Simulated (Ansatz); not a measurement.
Program: Ansatz 0.2.0.

A structure relaxed at PBE0-D4/def2-TZVP, charge 0, multiplicity 1:

Cartesian coordinates in Å:
```
B -0.6731 1.4754 -0.7330
Ge -0.1849 0.1204 0.7240
P 1.4616 -1.2274 -0.2627
H 0.0102 2.4376 -0.9143
H -1.5998 1.2835 -1.4613
H -1.3596 -0.7474 1.2133
H 0.4987 0.7491 1.9528
H 1.2824 -2.2773 0.6772
H 0.5645 -1.8140 -1.1960
```

Q: Give its formula and SMILES.

A: BGeH6P, `[BH2][GeH2][PH2]`.

Q: Summarise the bond lengths by kind.

A: 1 × B–Ge 2.049 Å; 2 × B–H 1.194 Å; 1 × Ge–P 2.345 Å; 2 × Ge–H 1.540 Å; 2 × H–P 1.421 Å.
